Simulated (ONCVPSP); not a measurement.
# Scattering properties, ONCV potential for lutetium

- Element: Lu (Z = 71)
- Generator: ONCVPSP 4.0.1
- Type: optimised norm-conserving Vanderbilt (ONCV)
- Functional: PBEsol
- Relativity: scalar-relativistic
- Frozen core: [Kr]
- Valence charge: 35
- Reference configuration: 4d10 4f14 5s2 5p6 5d1 6s1.5 6p0.5
- Partial waves: 5s+6s: rc 2.15 bohr, ncon 4, nbas 7, qcut 6.7 1/bohr, 2 projectors; 5p+6p: rc 2.70 bohr, ncon 3, nbas 7, qcut 4.4 1/bohr, 3 projectors, debl 2.3 Ha; 4d+5d: rc 0.90 bohr, ncon 3, nbas 7, qcut 19.9 1/bohr, 2 projectors; 4f: rc 0.75 bohr, ncon 4, nbas 9, qcut 27.3 1/bohr, 2 projectors, debl 3.2 Ha
- Local potential: polynomial inside 0.70 bohr (lpopt 5, dvloc0 0 Ha)
- Core correction: Teter function, fcfact 4.25, rcfact 1

The phase is arctan(r·R′/R) of the radial function R(r), unwrapped; energies in Ha, scanned from -9 to 5 Ha. A pole is an energy at which the radial function vanishes at the test radius. The pseudo phase is shifted by a multiple of π to meet the all-electron one at the reference energy, and phase errors are pseudo minus all-electron; the curves can meet again beyond the range given. Levels narrower than the energy grid can be missing from the lists of poles.

**Question.** For each channel, where are the poles, and over which energies does the pseudopotential scatter like the atom?

**Answer.**

| channel | radius (bohr) | reference energy (Ha) | poles, all-electron | poles, pseudo | unbroken range about the reference energy with phases within 0.05 rad | phase error 1 Ha above the reference energy (rad) |
| --- | --- | --- | --- | --- | --- | --- |
| s | 2.19 | -0.19 | -2.15, 3.09 | -2.15, 3.01 | below 4.4 | -0.001 |
| p | 2.75 | -0.06 | -1.13, 1.96 | -1.13, 1.95 | below 3.7 | -0.000 |
| d | 0.91 | -0.09 | -5.68 | -5.68 | the whole range | -0.000 |
| f | 0.76 | -0.38 | 3.69 | 3.69 | the whole range | +0.000 |

Note: ghosts flagged at negative energy: s at -486.4 eV, p at -2727.1 eV; no localised positive-energy state flagged. A true bound ghost makes a file unfit for plane-wave use.

Phases in the p channel:

| E (Ha) | all-electron | pseudo |
| --- | --- | --- |
| -8.96 | 1.474 | 1.474 |
| -8.24 | 1.470 | 1.470 |
| -7.52 | 1.464 | 1.464 |
| -6.80 | 1.458 | 1.458 |
| -6.08 | 1.450 | 1.450 |
| -5.36 | 1.440 | 1.440 |
| -4.64 | 1.428 | 1.428 |
| -3.92 | 1.412 | 1.412 |
| -3.20 | 1.388 | 1.388 |
| -2.48 | 1.349 | 1.349 |
| -1.76 | 1.255 | 1.255 |
| -1.04 | -1.696 | -1.696 |
| -0.32 | -2.103 | -2.103 |
| 0.40 | -3.857 | -3.857 |
| 1.12 | -4.542 | -4.542 |
| 1.84 | -4.696 | -4.696 |
| 2.56 | -4.800 | -4.800 |
| 3.28 | -4.995 | -4.997 |
| 4.00 | -6.886 | -6.995 |
| 4.72 | -7.660 | -7.689 |
